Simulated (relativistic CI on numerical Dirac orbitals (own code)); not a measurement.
Calculated at this level of theory: Dirac-Coulomb-Breit CI, KLI orbitals optimised for each configuration, model QED (radiative potential, 1s self-energy scaled to tabulated hydrogen-like ionisation energies), unscaled Slater integrals (own radial code, finite nucleus).

Configurations in the expansion (outside the closed core [Ne]): 3s2, 3s 3p, 3p2, 3s 3d, 3d2, 3p 3d, 3p 4s, 3s 4s, 3s 4p, 3d 4s, 3s 4d, 3s 4f, 3s 5s, 3s 5p, 3s 5d, 4s2, 3s 5f, 3s 5g, 3s 6s, 3s 6p, 3s 6d. Levels of other configurations are missing.

At this charge energies of transitions that change n are usually good to better than 1 %, and those within a shell (Δn = 0) to a few per cent.

Outline of the computed level scheme of Cr XIII. Lowest level of each configuration: 3s2 1S_0 at 0.000 eV; 3s 3p 3P°_0 at 25.061 eV; 3p2 1D_2 at 59.876 eV; 3s 3d 3D_1 at 73.339 eV; 3p 3d 3F°_2 at 99.914 eV; 3d2 3F_2 at 147.762 eV; 3s 4s 3S_1 at 171.930 eV; 3s 4p 3P°_0 at 184.424 eV; 3s 4d 3D_1 at 200.835 eV.

Some strong electric-dipole decays among the lowest 45 levels: 3s 4d 3D_3 → 3s 3p 3P°_2 (2.1e+11 s⁻¹); 3s 4d 1D_2 → 3s 3p 1P°_1 (1.8e+11 s⁻¹); 3s 4s 1S_0 → 3s 3p 1P°_1 (1.7e+11 s⁻¹); 3s 4d 3D_2 → 3s 3p 3P°_1 (1.5e+11 s⁻¹); 3s 4p 1P°_1 → 3s2 1S_0 (1.4e+11 s⁻¹); 3s 4s 3S_1 → 3s 3p 3P°_2 (1.2e+11 s⁻¹); 3s 4d 3D_1 → 3s 3p 3P°_0 (1.1e+11 s⁻¹); 3s 4d 3D_1 → 3s 3p 3P°_1 (8.5e+10 s⁻¹).

LS names give the leading component of a level, which can be under half, so a name can repeat, a term be missing and a line seem to break the LS rules.
